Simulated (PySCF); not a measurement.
## Excitation energy of O(2+) by level of theory

O(2+) [He] 2s2 2p2 (3P) → O(2+) [He] 2s1 2p3 (5S), as a difference of total energies. Calculation: PySCF 2.14, in dyall-av2z; the non-relativistic Hamiltonian (point nucleus). Correlated levels: valence: 1s2 frozen; virtual orbitals above 40 to 60 times the deepest correlated orbital energy dropped. The calculations carry no spin-orbit coupling.

```tsv
method	excitation energy (eV)
UHF	5.474
MP2 (valence)	6.661
SCS-MP2 (valence)	7.180
CCSD (valence)	7.162
CCSD(T) (valence)	7.184
```

Task: How much does correlation contribute at CCSD(T) (valence)?

Result: 7.184 − (5.474) = 1.710 eV, measured against UHF.

A first-order spin-orbit estimate (lowest level to lowest level, LS coupling) adds 0.027 eV.
